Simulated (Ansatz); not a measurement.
`CC[Se]BF` + CH₃OH → `COBF` + `CC[SeH]`  (ligand exchange at a B–Se bond)

Computed with Ansatz on PBE0-D4/def2-TZVP structures; ΔE is electronic, products minus reactants. CCSD(T)/CBS is the MP2 limit (def2-TZVPP, def2-QZVPP) plus CCSD(T) − MP2 in def2-TZVPP, frozen cores. This one scheme is used for every species. DFT in def2-TZVPP. B3LYP here is the variant with VWN-RPA as its local correlation; programs differ in this. For Se outer-core shells are correlated without core-valence functions, which leaves a few kJ/mol of doubt a bond. Scalar relativity is left out up to krypton. Each species was taken in one conformer, which may not be the lowest.

CCSD(T)/CBS gives -0.77 eV.

(1) Another level gave -0.81 eV. Which?
A. B3LYP/def2-TZVPP
B. HF/def2-TZVPP
C. PBE/def2-TZVPP
D. SCS-MP2/def2-TZVPP

Largest T1 diagnostic among the species: 0.013.

## Answers

(1) D. SCS-MP2/def2-TZVPP -0.81, PBE -0.74, B3LYP -0.88, HF/def2-TZVPP -1.00 eV.

From PBE to PBE0 (25 % exact exchange), in def2-TZVPP and without D4, ΔE moves by −0.04 eV. The D4 term adds +0.04 eV with B3LYP and +0.02 eV with PBE0; it sums over pairs of atoms, weighted by their polarisabilities, and B3LYP, whose exchange is more repulsive, gets the larger term.
